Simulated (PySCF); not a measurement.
# Computed data sheet: `CN(C)B1OBOB(P)O1`

Species: C2H9B3NO3P.
SMILES with atom numbers: `[CH3:1][N:2]([CH3:3])[B:4]1[O:5][BH:6][O:7][B:8]([PH2:9])[O:10]1` (hydrogens: H11, H12, H13 on C1; H14, H15, H16 on C3; H17 on B6; H18, H19 on P9)

Cartesian coordinates in Å at the PBE0-D3(BJ)/def2-SVP level; atoms count from 1:
```
atom  x, y, z in Å
C1    -2.0789    1.2405   -0.1574
N2    -1.5001   -0.0769   -0.2405
C3    -2.4332   -1.1420   -0.5103
B4    -0.1320   -0.3060   -0.0625
O5     0.3919   -1.5915   -0.1384
B6     1.7242   -1.8088    0.0278
O7     2.5659   -0.7529    0.2822
B8     2.0718    0.5302    0.3574
P9     3.2456    1.9808    0.8352
O10    0.7365    0.7504    0.1911
H11   -2.8327    1.2945    0.6487
H12   -2.5839    1.5142   -1.1013
H13   -1.2990    1.9837    0.0472
H14   -2.9628   -0.9735   -1.4653
H15   -3.1981   -1.2137    0.2839
H16   -1.9049   -2.1010   -0.5708
H17    2.1720   -2.9235   -0.0493
H18    2.6933    2.9328   -0.0680
H19    4.3285    1.5862   -0.0001
```

Some functional groups and rings: three-coordinate boron.

From PBE0-D3(BJ)/def2-SVP geometry optimisation, gas phase (PySCF):

```yaml
Rotational_constants_A_B_C: 2.071, 0.686, 0.521 GHz
```

**PBE0/def2-SVPD ground state, ΔSCF and vertical TDDFT (core frozen in the response) (PySCF)**

```yaml
Dipole_moment: 2.50 D
HOMO_energy: -7.16 eV
LUMO_energy: -0.38 eV
HOMO–LUMO_gap: 6.78 eV
Lowest_singlet_excitation: 5.84 eV (212 nm, f = 0.015)
Strongest_line_among_the_10_lowest_singlet_transitions: S5 at 6.75 eV (184 nm, f = 0.306)
Lowest_triplet_excitation_Tamm–Dancoff: 5.02 eV
Static_isotropic_polarisability: 107.9 au
Vertical_ionisation_energy: 9.03 eV
Electronic_spatial_extent_⟨r²⟩_about_the_centre_of_nuclear_charge: 2073 bohr²
```

HF/pcSseg-1 ground state and GIAO shieldings, non-relativistic (PySCF):

```yaml
13C_chemical_shifts_computed_TMS_as_zero_by_class: 33.0 (C1/C3) ppm
1H_chemical_shifts_computed_TMS_as_zero_by_class: 4.19 (H17), 2.64 (H11/H12/H13/H14/H15/H16), 1.99 (H18/H19) ppm
Isotropic_shieldings_of_nuclei_other_than_C_and_H_by_class: 77 (B8), 87 (B6), 93 (B4), 219 (N2), 156 (O7), 185 (O10), 194 (O5), 592 (P9) ppm
```

Monoisotopic mass from the formula: 159.0599 u.

The rotational constants make it an asymmetric top with κ = (2B − A − C)/(A − C) = -0.79, nearer the prolate limit (−1). The dipole equals about 8.4 × 10⁻³⁰ C·m (1 D = 3.33564 × 10⁻³⁰ C·m). S1 lies 0.94 eV below the HOMO–LUMO gap; its leading configuration is HOMO→LUMO, weight 0.99. The largest Löwdin shares of the LUMO are 0.24 on B8, 0.21 on B6, 0.13 on P9 and 0.12 on O7. The largest Löwdin shares of the HOMO are 0.46 on N2, 0.08 on C3, 0.08 on C1 and 0.07 on B4. With B = h/(8π²I), that is 505.379 GHz u Å² over I, the principal moments of inertia are 244.0, 736.5 and 970.8 u Å² (most abundant isotopes).

 NMR classes are plain means over equivalent atoms (diastereotopic ones count apart unless rotation or inversion swaps them), as if these changed places fast; in this geometry the members of some classes differ.

For the geometry optimisation (PBE0-D3(BJ)/def2-SVP), hardware: one thread, Arm Neoverse V2, no GPU, on a shared host. Cost: 83 s wall.

One conformer stands for the species.
